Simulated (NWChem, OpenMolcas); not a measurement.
**Predicting a hybrid from its neighbours: CBr2ClF (dibromochlorofluoromethane)**

CBr2ClF: 5 atoms, total charge 0, spin state singlet. SMILES: `FC(Cl)(Br)Br`. The shape is that of a PBE0-D4/def2-TZVP optimisation.

The vertical energy of the triplet above the singlet y, in eV, basis cc-pVDZ; a is the functional's share of exact exchange. Programs: NWChem 7.3.0, OpenMolcas 26.06.

| functional | program | a | y (eV) |
| --- | --- | --- | --- |
| TPSS | OpenMolcas | 0 | 4.26 |
| PBE | OpenMolcas | 0 | 4.22 |
| B3LYP | NWChem | 0.2 | 4.51 |
| PBE0 | OpenMolcas | 0.25 | ? |
| BHLYP | NWChem | 0.5 | 4.86 |

Q: Fit y = c + s·a to the known rows and predict PBE0.

A: 
1. Means of the 4 rows: a = 0.1750, y = 4.463.
2. Σ(Δa)² = 0.1675, Σ(Δa·Δy) = 0.20825, so the slope is 0.20825/0.1675 = 1.2433.
3. Intercept: 4.463 − (1.2433) × 0.1750 = 4.245. The largest residual of the fit is 0.025.
4. PBE0: 4.245 + (1.2433) × 0.25 = 4.56 eV.

The run gave 4.59 eV, so the prediction is off by -0.03 eV, about the scatter of the fit. Spin-orbit coupling is left out.
